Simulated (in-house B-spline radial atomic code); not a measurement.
**BP86 excitations of Kr VII (Kr6+)**

Method: BP86. Computed with a B-spline radial code for spherical atoms: linear response of the closed shell [Ar] 3d10 4s2 with the functional's adiabatic kernel; non-relativistic, point nucleus, no spin-orbit coupling, no double excitations, S, P, D and F terms only; shells from n = 2 respond. Only terms of natural parity with L up to 3 were computed.

Without relativity these are model numbers for so heavy an element.

Command:
```bash
python run_td.py task.json out
```
Settings (radii: box in bohr, nucleus in fm):
```
Z                        36
electrons                30
configuration            [Ar] 3d10 4s2
hamiltonian              nr
method                   b88,p86
box_radius               14.35
intervals                53
```

Cost of the run: 0.6 s on 1 thread of Intel(R) Xeon(R) Platinum 8488C (Sapphire Rapids), with other jobs on the host.

The lowest states, in the order of their Tamm-Dancoff energies; the method's threshold (minus the highest occupied level) is 100.94 eV. Labels give the largest channel, * marks a mixed state, and oscillator strengths are full-response dipole values. Semilocal kernels can invert the small singlet-triplet splittings of Rydberg terms. Energies in eV:

```tsv
state	full response	Tamm-Dancoff	oscillator strength
4s → 4p 3P	14.242	14.423	-
4s → 4p 1P	20.301	21.039	1.48
4s → 4d 3D	40.40	40.47	-
4s → 4d 1D	42.57	42.60	-
4s → 5s 3S	53.70	53.71	-
4s → 5s 1S	54.57	54.60	-
4s → 5p 3P	59.75	59.76	-
4s → 5p 1P	?	?	?
4s → 4f 3F	62.45	62.50	-
4s → 4f 1F	63.05	63.07	-
4s → 5d 3D	?	?	-
4s → 5d 1D	69.55	69.56	-
4s → 6s 3S	73.63	73.63	-
4s → 6s 1S	73.83	73.85	-
4s → 6p 3P	76.48	76.48	-
4s → 6p 1P	76.51	76.52	0.0468
```

**Question.** Where does 4s → 5p 1P lie?

**Answer.** At 60.03 eV in full response, 60.08 eV in Tamm-Dancoff, oscillator strength 0.107.

**Question.** Where does 4s → 5d 3D lie?

**Answer.** At 69.25 eV in full response, 69.26 eV in Tamm-Dancoff.

**Question.** How large is the singlet-triplet splitting of 4s → 4p (P terms) in Tamm-Dancoff?

**Answer.** 6.62 eV, from the unrounded values.

**Question.** What polarisabilities and dispersion coefficient does the method give?

**Answer.** Dipole 2.922 bohr³, quadrupole 3.347 bohr⁵, C6 5.671 hartree·bohr⁶ for two such species.
